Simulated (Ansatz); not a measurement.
Si18H28. Charge 0, multiplicity 1. Geometry PBE-D4/def2-SVP; atoms count from 1.

```xyz
46

Si    2.525    2.080    2.132
Si   -1.845    3.437   -0.202
Si    2.838   -0.238   -0.952
Si   -0.375    1.220   -2.716
Si    4.160   -1.364    2.431
Si    0.421   -0.830    2.854
Si    1.739   -3.478    0.357
Si   -2.885   -0.151    0.812
Si   -2.420   -2.040   -2.288
Si   -4.158    1.365   -2.430
Si    3.878    0.503    1.030
Si    0.037    2.059   -0.532
Si    0.371    1.238    1.688
Si   -3.589    1.858   -0.201
Si    0.942   -1.669   -0.922
Si   -2.370    0.094   -3.277
Si    2.078   -2.457    2.449
Si   -1.347   -1.629   -0.233
H     2.719    3.466    1.572
H     2.832    2.099    3.610
H    -2.027    4.425   -1.328
H    -1.774    4.187    1.103
H     2.679    0.912   -1.910
H     3.817   -1.202   -1.590
H    -0.438    2.548   -3.442
H     0.808    0.478   -3.278
H     4.542   -0.935    3.825
H     5.237   -2.271    1.890
H     0.715   -0.284    4.236
H    -0.933   -1.484    2.930
H     3.040   -4.023   -0.181
H     0.735   -4.598    0.444
H    -2.555    0.092    2.260
H    -4.094   -1.064    0.792
H    -1.679   -3.055   -3.120
H    -3.844   -2.502   -2.100
H    -4.329    2.631   -3.231
H    -5.445    0.581   -2.482
H     5.210    1.079    0.611
H     1.252    2.935   -0.760
H    -0.641    2.026    2.494
H    -4.795    2.321    0.582
H     0.851   -2.095   -2.373
H    -2.407    0.038   -4.786
H     1.986   -3.439    3.594
H    -1.462   -2.863    0.639
```

Single mean-field runs in def2-TZVP are fitted with def2-universal-jkfit.

Question: Estimate the Mulliken populations of the heavy atoms from the PBE0/def2-TZVP orbitals of Ansatz.

Answer: 
```tsv
atom	charge (e)
Si1	-0.03
Si2	-0.03
Si3	-0.04
Si4	-0.04
Si5	-0.01
Si6	-0.04
Si7	-0.03
Si8	-0.04
Si9	-0.03
Si10	-0.01
Si11	0.00
Si12	-0.05
Si13	-0.05
Si14	0.00
Si15	-0.05
Si16	0.00
Si17	0.00
Si18	-0.05
```
Mulliken values depend strongly on the basis.

Question: And the Mayer bond orders between heavy atoms (over 0.3)?

Answer: Si1–Si11 0.94 (2.35 Å); Si1–Si13 0.93 (2.36 Å); Si2–Si12 0.93 (2.36 Å); Si2–Si14 0.94 (2.35 Å); Si3–Si11 0.94 (2.36 Å); Si3–Si15 0.92 (2.38 Å); Si4–Si12 0.92 (2.38 Å); Si4–Si16 0.94 (2.36 Å); Si5–Si11 0.95 (2.35 Å); Si5–Si17 0.95 (2.35 Å); Si6–Si13 0.92 (2.38 Å); Si6–Si17 0.94 (2.36 Å); Si7–Si15 0.93 (2.36 Å); Si7–Si17 0.94 (2.35 Å); Si8–Si14 0.94 (2.36 Å); Si8–Si18 0.92 (2.38 Å); Si9–Si16 0.94 (2.35 Å); Si9–Si18 0.93 (2.35 Å); Si10–Si14 0.95 (2.35 Å); Si10–Si16 0.95 (2.35 Å); Si12–Si13 0.90 (2.39 Å); Si15–Si18 0.90 (2.39 Å).
